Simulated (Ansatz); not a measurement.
Consider the redistribution: `C[N](C)[Sc]([F])[N](C)C` + `C[N](C)[Ga]([Cl])[Cl]` → `C[N](C)[Sc]([N](C)C)[N](C)C` + `[F][Ga]([Cl])[Cl]`.

Calculated with Ansatz (gas phase, PBE0-D4/def2-TZVP geometries, no zero-point term in ΔE). CCSD(T)/CBS adds triple-zeta CCSD(T) − MP2 to the extrapolated MP2 energy (def2 sets, frozen cores). DFT in def2-TZVPP. For Ga, Sc outer-core shells are correlated without core-valence functions, which leaves a few kJ/mol of doubt a bond. Scalar relativity is left out up to krypton. Each species was taken in one conformer, which may not be the lowest.

```tsv
level	ΔE (kJ/mol)
r2SCAN-D4	114.8
r2SCANh-D4	114.9
r2SCAN0-D4	115.2
BHLYP-D4	117.0
PBE	117.0
RPA@PBE/def2-TZVPP	110.6
CCSD/def2-TZVPP	113.9
MP2/def2-QZVPP	116.4
```

Q: What does CCSD(T)/CBS give? (An estimate is asked.)

A: The calculation gave: +115.4 kJ/mol. The listed levels differ from it by -0.6, -0.5, -0.2, 1.6, 1.6, -4.8, -1.5, 1.0 kJ/mol.

Largest T1 diagnostic among the species: 0.015.

Leaving LDA and LC-ωPBE aside and taking each functional with its dispersion term where it has one, the values, not all of them listed here, spread over 11.6 kJ/mol, from B97M-V to CAM-B3LYP-D4. LDA lies +4.7 kJ/mol from PBE without D4. At CCSD(T), def2-SVP lies −3.6 kJ/mol from the extrapolated value and def2-TZVPP −3.2 kJ/mol.

CCSD(T)/CBS has its own doubt, a few kJ/mol and more with outer-core shells, so smaller differences from it don't rank the levels.
